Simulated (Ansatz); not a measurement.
Reaction (cleavage of the Ge–Si bond): `[OH][Ge]([OH])([SiH3])[Cl]` + HCl → `[OH][Ge]([OH])([Cl])[Cl]` + SiH₄

Calculated with Ansatz (gas phase, PBE0-D4/def2-TZVP geometries, no zero-point term in ΔE). CCSD(T)/CBS is the MP2 limit (def2-TZVPP, def2-QZVPP) plus CCSD(T) − MP2 in def2-TZVPP, frozen cores. This one scheme is used for every species. DFT in def2-TZVPP. HSE06 is defined as in plane-wave codes. For Ge outer-core shells are correlated without core-valence functions, which leaves a few kJ/mol of doubt a bond. Scalar relativity is left out up to krypton. Each species was taken in one conformer, which may not be the lowest.

CCSD(T)/CBS gives -46.6 kJ/mol.

**Question.** Another level gave -39.9 kJ/mol. Which?
A. revPBE/def2-TZVPP
B. SCS-MP2/def2-TZVPP
C. HSE06/def2-TZVPP
D. PBE-QIDH/def2-TZVPP

**Answer.** A. revPBE -39.9, PBE-QIDH -53.3, HSE06 -45.5, SCS-MP2/def2-TZVPP -58.9 kJ/mol.

Largest T1 diagnostic among the species: 0.012.

From BLYP to BHLYP (50 % exact exchange), in def2-TZVPP and without D4, ΔE moves by −13.1 kJ/mol. At CCSD(T), def2-SVP lies −15.6 kJ/mol from the extrapolated value and def2-TZVPP −5.4 kJ/mol. Leaving LDA and LC-ωPBE aside and taking each functional with its dispersion term where it has one, the values, not all of them listed here, spread over 17.3 kJ/mol, from B97M-V to PBE-D4.
